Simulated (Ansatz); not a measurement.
C10H20 can be A, `CC(C)(C)/C=C/C(C)(C)C`, or B, `C=CCCCCCCCC`.

Program: Ansatz. Geometries: PBE0-D4/def2-TZVP. ΔE: electronic, gas phase. CBS: MP2 limit from def2 TZ/QZ plus the TZ coupled-cluster correction, frozen cores. Functionals use def2-TZVPP. B3LYP here is the variant with VWN-RPA as its local correlation; programs differ in this. Each species was taken in one conformer, which may not be the lowest.

(1) Which isomer does CCSD(T)/CBS put lower? Give the gap. (Estimate.)

(2) Give E(B) − E(A) in kJ/mol with B3LYP-D4, CCSD(T)/def2-TZVPP, ωB97M-V, CCSD/def2-TZVPP, B2PLYP, PBE-D4, HF/def2-TZVPP. (Estimate.)

Largest T1 diagnostic: 0.009.

Answers

(1) The calculation gave: A, by 51.4 kJ/mol.

(2) Ansatz gave: B3LYP-D4 42.6, CCSD(T)/def2-TZVPP 52.9, ωB97M-V 47.4, CCSD/def2-TZVPP 48.8, B2PLYP 46.8, PBE-D4 43.5, HF/def2-TZVPP 34.9. None reverses the order clearly.

In def2-TZVPP, CCSD(T) changes the Hartree–Fock value by +18.0 kJ/mol (the triples alone add +4.1 kJ/mol) and MP2 by +29.1 kJ/mol. The D4 term adds +5.7 kJ/mol with B3LYP and +2.0 kJ/mol with PBE0; it sums over pairs of atoms, weighted by their polarisabilities, and B3LYP, whose exchange is more repulsive, gets the larger term.
